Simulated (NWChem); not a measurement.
C$_{3}$H$_{7}$Si, doublet; SMILES C1C[CH][SiH2]1

```xyz
11

C      1.2051     0.3579    -0.0001
C      0.1013     1.3832     0.0015
C     -1.1578     0.4618     0.0004
Si     0.0013    -1.0533    -0.0017
H      2.2758     0.5794    -0.0011
H      0.1420     2.0578    -0.8770
H      0.1421     2.0539     0.8830
H     -1.7940     0.5791     0.8899
H     -1.7945     0.5809    -0.8886
H     -0.0337    -1.9494     1.2009
H     -0.0332    -1.9445    -1.2081
```
Atoms are numbered in this order, from 1.

Computed with NWChem. Spin-unrestricted. Structure relaxed at the PBE0/def2-SVP, spin-unrestricted level. No frequency run checked for a minimum. No stability test was run on the SCF state. Level: M06-2X/def2-SVP with SMD (1 M gas to 1 M solution), gas-phase geometry. Reactions with the solvent are ignored.

Problem. Order these by “solvation free energy (kcal/mol)”, lowest first: water; anisole; ethylene glycol; dimethyl sulfoxide.

Solution. anisole (-1.2), dimethyl sulfoxide (0.1), ethylene glycol (1.0), water (2.4)
